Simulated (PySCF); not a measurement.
**Stationary points of IO(OH)**

All numbers come from PBE0/[I def2-TZVP with ECP28, O def2-TZVP, H def2-TZVP], scalar-relativistic core potentials, density fitting, no spin–orbit coupling, PySCF.

Relaxations began from a few typed shapes. The search is not exhaustive: other isomers or separated fragments can lie lower, and high-lying points may rest on an excited occupation.

(1) Which is the lowest minimum found?
A. singlet Cs: I–O 1.862 Å, I–O 2.078 Å, O–H 0.965 Å; H–O–I 113.6°, O–I–O 178.4°
B. singlet C1: I–O 1.802 Å, I–O 1.959 Å, O–H 0.965 Å; H–O–I 107.5°, O–I–O 105.3°

## Answers

(1) B. The others lie at 167.8 (singlet Cs, a saddle point) kJ/mol above it.
